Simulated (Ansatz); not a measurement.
`C[OH+][In-]([OH])([OH])[OH]`, charge 0, multiplicity 1.

Question: Give a relaxed structure at PBE0-D4/def2-TZVP (the Gaussian-basis code of Ansatz). (An estimate is asked.)

Answer: Computed: 
```xyz
13

C     0.402   -1.251   -1.573
O    -0.373   -0.150   -1.104
In   -0.355    0.586    1.077
O     0.905   -0.740    1.862
O    -2.215    0.732    1.736
O     0.426    2.117    0.019
H    -0.074   -2.158   -1.205
H     1.425   -1.211   -1.192
H     0.408   -1.264   -2.664
H     0.022    0.698   -1.375
H     1.815   -0.438    1.814
H    -2.387    0.115    2.451
H    -0.003    2.964    0.155
```
This is one stationary point; other conformers may exist.
